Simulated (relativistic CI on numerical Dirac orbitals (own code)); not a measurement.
## Ir3+: resonant inelastic scattering at the O2,3 edge

Computed with this model: Dirac-Coulomb-Breit CI, KLI orbitals optimised for each configuration, model QED, valence Slater integrals scaled by 0.9, Kramers-Heisenberg scattering through one core-hole configuration in a parametric crystal field; configurations [Xe] 4f14 5d6 → [Kr] 4d10 4f14 5s2 5p5 5d7; 300 K; core-hole width 0.6 eV; summed over polarisations. Incident energies are the highest absorption maxima for each field (at most a few, so the weaker spin-orbit partner edge can be absent), on the computed scale of the free ion. Intensities are in per cent of the strongest line above 0.02 eV; levels within 1 cm⁻¹ are merged; final levels count from the ground level, the first row holds all elastic scattering, lines under 0.4 are left out and each table stops after 24 rows. The scale of the Slater integrals is a model choice and moves the terms in proportion.

Field parameters in Wybourne normalisation: Oh B⁴₀ = 21Dq, B⁴₄ = √(5/14) B⁴₀; Td as Oh with Dq negative (B⁴₀ = 21Dq, B⁴₄ = √(5/14) B⁴₀). The field is a parameter set, without covalency.

S is read from ⟨S²⟩ = S(S + 1).

Oh, 10Dq = 19900 cm⁻¹:

| Final level (eV) | Degeneracy | Irrep | S | 51.9 eV | 52.5 eV | 54.8 eV |
| --- | --- | --- | --- | --- | --- | --- |
| 0.000 | 1 | A1 | 0.50 | 136.7 | 275.5 | 204.8 |
| 1.104 | 2 | E | 1.38 | 11.8 | 25.8 | 11.8 |
| 1.245 | 3 | T1 | 1.41 | 41.5 | 95.6 | 57.1 |
| 1.284 | 3 | T2 | 1.36 | 5.7 | 24.2 | 20.9 |
| 1.664 | 3 | T2 | 1.84 | 5.0 | 8.8 | 0.1 |
| 1.798 | 1 | A1 | 1.56 | 3.7 | 4.9 | 12.6 |
| 1.901 | 3 | T1 | 1.64 | 13.9 | 17.7 | 48.2 |
| 2.204 | 2 | E | 1.46 | 0.0 | 10.0 | 47.7 |
| 2.298 | 3 | T1 | 1.35 | 4.1 | 0.4 | 100.0 |
| 2.599 | 2 | E | 1.30 | 15.5 | 32.7 | 36.6 |
| 2.609 | 3 | T2 | 1.70 | 3.1 | 4.6 | 4.3 |
| 2.767 | 3 | T2 | 1.14 | 10.2 | 1.4 | 27.8 |
| 2.849 | 3 | T1 | 1.51 | 4.4 | 2.0 | 2.7 |
| 2.940 | 3 | T1 | 0.77 | 3.4 | 23.5 | 61.1 |
| 3.067 | 1 | A1 | 1.30 | 5.8 | 9.4 | 7.1 |
| 3.590 | 3 | T2 | 0.75 | 9.7 | 12.7 | 0.4 |
| 3.640 | 2 | E | 1.19 | 5.1 | 13.1 | 12.1 |
| 3.871 | 1 | A1 | 1.37 | 0.4 | 4.9 | 8.4 |
| 3.969 | 3 | T1 | 1.34 | 8.2 | 2.7 | 59.2 |
| 3.988 | 3 | T2 | 1.01 | 8.2 | 12.6 | 9.3 |
| 4.111 | 2 | E | 1.17 | 1.6 | 8.7 | 38.9 |
| 4.157 | 3 | T2 | 1.28 | 5.5 | 9.6 | 7.2 |
| 4.213 | 3 | T1 | 1.20 | 6.1 | 8.0 | 19.8 |
| 4.334 | 3 | T2 | 0.95 | 18.1 | 0.6 | 27.9 |

Td, 10Dq = -10750 cm⁻¹:

```tsv
Final level (eV)	Degeneracy	Irrep	S	50.6 eV	51 eV	52.1 eV
0.000	1	A1	1.84	272.6	258.3	162.3
0.010	2	E	1.77	32.7	10.7	11.0
0.053	3	T1	1.85	45.1	75.0	100.0
0.140	3	T2	1.76	38.3	27.7	77.3
0.461	1	A2	1.96	5.9	6.4	15.3
1.057	3	T2	1.54	13.4	17.8	14.1
1.155	2	E	1.44	6.8	15.6	39.4
1.165	3	T2	1.36	22.7	22.5	35.9
1.494	2	E	1.36	7.8	21.4	20.0
1.521	3	T1	1.74	17.4	18.7	20.0
1.599	1	A1	1.12	6.8	10.7	5.4
1.602	3	T2	1.58	23.8	30.6	12.8
1.641	3	T1	1.29	10.7	13.1	16.6
1.798	1	A1	1.70	8.6	20.8	31.9
1.825	3	T1	1.82	18.7	10.3	25.1
2.206	2	E	1.05	8.2	8.8	6.5
2.218	3	T2	1.31	5.8	9.8	13.9
2.371	3	T1	0.97	1.2	1.9	15.4
2.461	1	A2	0.97	0.2	0.3	1.4
2.463	3	T2	1.13	4.9	6.7	3.1
2.467	2	E	1.08	3.1	3.9	8.1
2.645	3	T2	0.99	13.9	14.3	7.0
2.675	3	T1	1.00	3.7	6.8	1.8
2.790	3	T1	1.01	3.1	4.3	3.6
```

For the first field the strongest loss at the lowest incident energy is the level at 1.24 eV (S = 1.41, against 0.50 in the thermal ground state). Levels of other spin, the first over 8 % at 1.10 eV, appear because spin-orbit coupling of the core hole, and in heavier ions of the valence shell too, mixes spins.
